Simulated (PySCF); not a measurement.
Species: C6H13N.
SMILES: `C=N[C@H](C)CCC`

A linear-response calculation (PySCF, def2-SVPD basis, gas phase, vertical, core orbitals frozen in the response) gave these numbers; the functional is withheld.

Orbital energies (eV): HOMO-3 -10.59, HOMO-2 -10.54, HOMO-1 -9.89, HOMO -8.75, LUMO 0.79, LUMO+1 1.53, LUMO+2 1.79.

```tsv
state	E (eV)	f	main configurations (H = HOMO, L = LUMO)
S1	4.93	0.0014	H→L (97%)
S2	7.43	0.070	H→L+1 (53%), H→L+2 (23%), H-1→L (17%)
S3	7.76	0.201	H-1→L (77%), H→L+1 (10%)
S4	7.89	0.0046	H-3→L (68%), H-2→L (8%)
S5	8.12	0.019	H→L+3 (69%), H→L+1 (14%), H→L+2 (9%)
S6	8.17	0.125	H→L+4 (86%)
```

Triplets (Tamm–Dancoff): T1 4.11 eV, H→L (95%); T2 4.86 eV, H-1→L (69%), H-4→L (18%); T3 7.23 eV, H→L+1 (65%), H→L+2 (27%); T4 7.62 eV, H-3→L (63%).

Vertical ionisation energy by ΔSCF with the same functional: 9.52 eV. Mean static polarisability: 83.3 au.

**Question.** Name the functional.
A. PBE
B. CAM-B3LYP
C. HF
D. PBE0

**Answer.** B. CAM-B3LYP is range-separated, 19% exact exchange at short range and 65% at long range (ω = 0.33 bohr⁻¹). In this run −ε(HOMO) = 8.75 eV differs from the ΔSCF value by -0.78 eV, and S1 differs from the orbital gap of 9.54 eV by -4.61 eV. The ratio −ε(HOMO)/IP is 0.92. Small neutral molecules mostly give 0.85 to 0.93 with CAM-B3LYP, 0.5 to 0.7 with PBE, 0.7 to 0.83 with PBE0; with Hartree–Fock the ratio is 1 or more (Koopmans' value less the relaxation energy is the ΔSCF value).

Computed, not measured: PySCF 2.14.0, density-fitted response routines, TDDFT CAM-B3LYP/def2-SVPD, vertical, gas phase, core orbitals frozen in the response. The structure is a single PBE0-D3(BJ)/def2-SVP conformer in the gas phase; no vibrational or solvent corrections.

Conformer computed: `[CH2:1]=[N:2][C@H:3]([CH3:4])[CH2:5][CH2:6][CH3:7]`: C1–N2–C3–C4 -115°, N2–C3–C5–C6 -62°, C3–C5–C6–C7 -179°.
